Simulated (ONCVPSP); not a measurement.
## Debugging a pseudopotential input (lanthanum (La), ONCVPSP 4.0.1)

Command:

```bash
oncvpsp.x < La.dat > La.out
```

Input:

```
# ATOM AND REFERENCE CONFIGURATION
# atsym  z   nc   nv     iexc    psfile
  La 57.00    9    4  -001012      upf
#
#   n    l    f
    1    0    2.00
    2    0    2.00
    2    1    6.00
    3    0    2.00
    3    1    6.00
    3    2   10.00
    4    0    2.00
    4    1    6.00
    4    2   10.00
    5    0    2.00
    5    1    6.00
    5    2    1.00
    6    0    2.00
#
# PSEUDOPOTENTIAL AND OPTIMIZATION
# lmax
    3
#
#   l,   rc,      ep,       ncon, nbas, qcut
    0    2.70    0.00    5    8    3.90
    1    3.00    0.00    4    9    5.50
    2    3.60    0.00    5   10    4.30
    3    2.75    0.13    4    8    4.50
#
# LOCAL POTENTIAL
# lloc, lpopt,  rc(5),   dvloc0
    4    3    1.70    2.00
#
# VANDERBILT-KLEINMAN-BYLANDER PROJECTORs
# l, nproj, debl
    0    2    3.10
    1    2    1.60
    2    2    3.20
    3    2    1.40
#
# MODEL CORE CHARGE
# icmod, fcfact, rcfact
    1    0.60    0.00
#
# LOG DERIVATIVE ANALYSIS
# epsh1, epsh2, depsh
   -3.00    5.00    0.00
#
# OUTPUT GRID
# rlmax, drl
    6.00    0.01
#
# TEST CONFIGURATIONS
# ncnf
    4
# nvcnf
#   n    l    f
    4
    5    0    2.00
    5    1    6.00
    5    2    1.00
    6    0    1.00
#
    4
    5    0    2.00
    5    1    6.00
    5    2    1.00
    6    0    0.00
#
    4
    5    0    2.00
    5    1    6.00
    5    2    0.00
    6    0    0.00
#
    4
    5    0    1.00
    5    1    6.00
    5    2    1.00
    6    0    2.00
#
```

This is an input that runs to its end, with one change: depsh set to zero.

Question: How does the run end?

Answer: The program runs through. Ghost flags: none; the largest excitation error among the 4 tests with output is 165 meV, as for the unchanged input. Messages: WARNING this state with energy -0.16852686; WARNING wellstate: localized bound state found for n= 4 l= 3; WARNING will be used for the first projector.

```
   4   0  2.0000  -10.21846735
   4   1  6.0000   -7.78521191
   4   2 10.0000   -4.26204534
   5   0  1.0000   -1.82407042   -1.83589147   -1.18D-02
   5   1  6.0000   -1.19261693   -1.19807246   -5.46D-03
   5   2  1.0000   -0.41429783   -0.41190428    2.39D-03
   6   0  2.0000   -0.36312939   -0.36407757   -9.48D-04

    Total energies and differences
      AE_ref= -8.48687239D+03  AE_tst= -8.48524781D+03  dif=  1.62D+00
      PS_ref= -3.23197116D+01  PS_tst= -3.06890631D+01  dif=  1.63D+00
      PSP excitation error= -6.07D-03
```
